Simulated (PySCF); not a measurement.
Cl2FHOSi, SMILES O[Si](Cl)(Cl)F. Atoms are numbered in the order given.

```xyz
6

O     -1.5712    -0.8520    -0.5040
Si    -0.2439    -0.1672     0.1576
F     -0.2324    -0.3650     1.7558
Cl     1.3899    -1.0957    -0.6195
Cl    -0.1839     1.8526    -0.1811
H     -2.4256    -0.4243    -0.3660
```

Geometry optimised at B3LYP-D3(BJ)/def2-SVP. The values are those of a single conformer.

Computed with B3LYP-D3(BJ)/def2-SVP in PySCF.

Frequencies are harmonic and unscaled.

Computed vibrational spectrum:
```csv
mode,ν (cm⁻¹),IR (km/mol),Raman (Å⁴/amu),depolarisation,moving atoms (share of kinetic energy)
1,132,61.1,2.7,0.75,"H 57 %, Cl 23 %, F 13 %"
2,176,10.5,1.6,0.66,"Cl 55 %, O 15 %, F 13 %, H 11 %"
3,232,32.4,0.7,0.74,"H 32 %, F 28 %, O 20 %, Cl 19 %"
4,272,17.2,1.7,0.75,"Si 29 %, F 26 %, O 23 %, Cl 22 %"
5,298,26.4,2.5,0.75,"Cl 36 %, F 24 %, O 24 %, Si 8 %"
6,317,38.9,2.7,0.49,"O 37 %, F 28 %, Cl 26 %"
7,508,49.6,8.0,0.02,"Cl 50 %, Si 25 %, O 12 %, F 11 %"
8,627,197.7,1.2,0.75,"Si 59 %, Cl 30 %, H 11 %"
9,790,280.7,2.5,0.19,"H 61 %, O 23 %, Si 12 %"
10,902,156.3,2.4,0.12,"Si 39 %, F 38 %, O 12 %, H 10 %"
11,992,135.7,1.7,0.45,"Si 47 %, O 33 %, F 15 %"
12,3870,137.6,97.0,0.30,H 94 %
```
